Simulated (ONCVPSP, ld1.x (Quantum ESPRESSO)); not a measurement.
# Potentials for scandium (Sc) compared

Generated with ld1.x 7.5 (TM, RRKJ, ultrasoft, PAW), atompaw 4.2 or ONCVPSP 4.0.1. The cutoff is in Ry: for ld1.x and atompaw files where the sum of valence levels is converged to 10 mRy in a Bessel basis, for ONCV files where the hardest occupied wave has 1 mHa per electron of residual kinetic energy. The error is the largest all-electron minus pseudo excitation energy over each file’s own four to seven test configurations (ionisations up to +4, promotions, holes and added fractions of an electron), all of which were solved. The labels leave out finer settings (local radius, basis sizes, second energies), which also bear on the numbers. Spin-polarised tests are not counted. The rows are a selection from randomly drawn settings: files with unsolved tests, undetermined cutoffs or missed reference levels are left out.

A true bound ghost makes a file unfit for plane-wave use even where its test errors are small: the radial tests pick states by their node count and pass the ghost by.

| potential | cutoff (Ry) | largest error (meV) | bound ghosts |
| --- | --- | --- | --- |
| ONCV, PBEsol, scalar-relativistic, rc 1.40/1.30/1.45/1.30 (spdf), local smoothed, core correction yes, reference 3s2 3p6 3d1 4s1, qcut 11.1/13.3/6.5/8.5, projectors 3/2/2/1 | 150 | +45 | none |
| ONCV, BLYP, scalar-relativistic, rc 2.90/2.40/1.90 (spd), local smoothed, core correction yes, reference 3d1 4s1, qcut 2.3/4.1/9.9, projectors 2/2/2 | 59 | -136 | p |
| ONCV, PW91, scalar-relativistic, rc 1.45/1.85/1.45 (spd), local smoothed, core correction yes, reference 3s2 3p6 3d1 4s1.75 4p0.25, qcut 7.5/6.9/6.8, projectors 2/2/2 | 142 | -1.6 | none |
| RRKJ, PBEsol, scalar-relativistic, rc 2.10/2.95/2.65 (spd), local s, core correction no, reference 3d1 4s1.5 4p0 | 21 | +1067 | none |
| ONCV, PBE, scalar-relativistic, rc 1.70/1.60/2.78 (spd), local smoothed, core correction yes, reference 3s2 3p6 3d1, qcut 8.1/8.5/5.7, projectors 2/3/1 | 39 | +416 | none |

(1) Fill in the row for Sc: ONCV, PBE, scalar-relativistic, rc 1.85/1.10/2.35 (spd), local smoothed, core correction no, reference 3s2 3p6 3d1 4s1.5, qcut 7.9/6.9/7.7, projectors 2/2/1.

Results:

(1) cutoff 102 Ry, largest error +127 meV, bound ghosts: none.
